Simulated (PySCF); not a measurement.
**TaNF₂ + Cl₂ → TaNCl₂ + F₂**

Level: PBE0 in the def2-TZVP basis family, computed in PySCF with density fitting; scalar-relativistic core potentials for atoms from Rb on, none lighter, no spin–orbit coupling; open shells unrestricted.

```csv
species,state and structure,E (Eh),ZPE (kJ/mol),H(298 K) − H(0) (kJ/mol),S° (J/(mol K))
TaNF₂,"singlet, Cs, Ta–F 1.891 Å (×2), Ta–N 1.685 Å; F–Ta–F 113.8°, F–Ta–N 105.9° (×2)",-311.37366,18.4,14.8,312.7
Cl₂,"singlet, D∞h, Cl–Cl 1.982 Å",-920.08940,3.5,9.1,222.5
TaNCl₂,"singlet, Cs, Ta–Cl 2.305 Å (×2), Ta–N 1.680 Å; Cl–Ta–Cl 114.6°, Cl–Ta–N 106.7° (×2)",-1031.92361,14.3,16.5,336.9
F₂,"singlet, D∞h, F–F 1.376 Å",-199.40856,6.6,8.7,201.9
```

Q: What is the electronic reaction energy?

A: At PBE0/def2-TZVP, ΔE = 343.7 kJ/mol from the differences of the total energies times 2625.5, uphill. 

Q: Add zero-point, thermal and entropy terms for 298.15 K and 1 bar.

A: ΔZPE = -1.0 and Δ[H(298) − H(0)] = 1.3 kJ/mol give ΔH° = 344.0 kJ/mol. ΔS° = 3.6 J/(mol K), so ΔG° = 344.0 − 298.15 × (0.0036) = 343 kJ/mol.

Spin–orbit coupling can matter for TaNF₂, TaNCl₂ and is left out. Each species is the lowest minimum found with this bonding; other isomers or fragments can lie lower.
